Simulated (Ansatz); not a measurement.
Program: Ansatz. Geometries: PBE0-D4/def2-TZVP. ΔE: electronic, gas phase. CCSD(T)/CBS adds triple-zeta CCSD(T) − MP2 to the extrapolated MP2 energy (def2 sets, frozen cores). This one scheme is used for every species. DFT in def2-TZVPP. B3LYP here is the variant with VWN-RPA as its local correlation; programs differ in this. Each species was taken in one conformer, which may not be the lowest.

Reaction (hydrogenolysis of the Si–O bond): `O[SiH2]N[SiH](O)F` + H₂ → `O[SiH](F)N[SiH3]` + H₂O

(1) Is it downhill or uphill in electronic energy at CCSD(T)/CBS, and by how much? (Best estimate.)

(2) What do these levels give: PBE0-D4, B3LYP-D4, B3LYP, MP2/def2-TZVPP, HF/def2-QZVPP, SCS-MP2/def2-QZVPP? (Estimate.)

Largest T1 diagnostic among the species: 0.011.

Results:

(1) The calculation gave: Uphill: ΔE = +20.8 kcal/mol.

(2) Computed: PBE0-D4 19.8, B3LYP-D4 21.4, B3LYP 20.3, MP2/def2-TZVPP 22.3, HF/def2-QZVPP 19.7, SCS-MP2/def2-QZVPP 21.6 kcal/mol.

In def2-TZVPP, CCSD(T) changes the Hartree–Fock value by +1.2 kcal/mol (the triples alone add +0.6 kcal/mol) and MP2 by +2.7 kcal/mol. The D4 term adds +1.1 kcal/mol with B3LYP and +0.6 kcal/mol with PBE0; it sums over pairs of atoms, weighted by their polarisabilities, and B3LYP, whose exchange is more repulsive, gets the larger term.
